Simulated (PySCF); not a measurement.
**Electron correlation in Yb⁴¹⁺ (ytterbium, charge +41)**

[Ar] 3d10 4s1, 2S determinant. Computed with PySCF 2.14 in an even-tempered Gaussian basis (17 s from 4.3 bohr⁻², ratio 2.5; 11 p from 5.6 bohr⁻², ratio 2.5; 8 d from 10 bohr⁻², ratio 2.5; 4 f from 26 bohr⁻², ratio 2.7; 4 g from 39 bohr⁻², ratio 2.7), with the non-relativistic Hamiltonian (point nucleus). Frozen: [Ne]; 19 electrons correlated; the 31 highest virtual orbitals of each spin left out.

MP2 pair energies summed by pair of shells (mhartree):

```json
{"pair": "3d-3d", "energy": "-413.22", "share (%)": "49.1"}
{"pair": "3p-3d", "energy": "-226.43", "share (%)": "26.9"}
{"pair": "3p-3p", "energy": "-62.06", "share (%)": "7.4"}
{"pair": "3s-3d", "energy": "-48.91", "share (%)": "5.8"}
{"pair": "3d-4s", "energy": "-42.82", "share (%)": "5.1"}
{"pair": "3s-3p", "energy": "-28.22", "share (%)": "3.4"}
{"pair": "3p-4s", "energy": "-12.93", "share (%)": "1.5"}
{"pair": "3s-3s", "energy": "-4.53", "share (%)": "0.5"}
{"pair": "3s-4s", "energy": "-2.44", "share (%)": "0.3"}
```

Total MP2 correlation energy: -841.55 mhartree.

At this charge a non-relativistic calculation is a model, useful for the Z dependence of the correlation energy.
